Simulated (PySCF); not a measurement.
How methods differ on the ionisation energy of Sb

Sb [Kr] 4d10 5s2 5p3 [5p1/2^2 5p3/2^1, M_J = 3/2] → Sb⁺ [Kr] 4d10 5s2 5p2 [5p1/2^2, M_J = 0], as a difference of total energies. All numbers are calculated (PySCF 2.14, the two-component X2C-1e Hamiltonian, in x2c-TZVPall-2c with one added diffuse shell each of s, p, d, f type (9s10p6d3f, 90 functions)). Correlated levels: [Ar] 3d10 frozen; the 6 highest virtual spinors dropped. "Screened" scales the spin-orbit matrix elements by Boettger's factors to mimic the two-electron term; Breit and QED terms are absent.

```json
{"method": "GHF (spin-free)", "ionisation energy (eV)": "8.659"}
{"method": "GMP2 (spin-free)", "ionisation energy (eV)": "9.117"}
{"method": "GHF (screened spin-orbit)", "ionisation energy (eV)": "8.814"}
{"method": "GMP2 (screened spin-orbit)", "ionisation energy (eV)": "8.995"}
```

Q: How much does correlation contribute at GMP2 (screened spin-orbit)?

A: 8.995 − (8.814) = 0.181 eV, measured against GHF (screened spin-orbit).

The spin-free rows relax to the high-spin LS determinant and lack the spin-orbit shift.

Errors of the correlated levels include the incompleteness of this basis and the frozen core.

The labels give the starting determinants; with spin-orbit coupling the two ends relaxed to ⟨J²⟩ = 3.75, ⟨L²⟩ = 0.07, ⟨S²⟩ = 3.71 and ⟨J²⟩ = 0.00, ⟨L²⟩ = 1.35, ⟨S²⟩ = 1.35.

For comparison: 8.608 eV (measured; NIST Atomic Spectra Database, ionization energies).
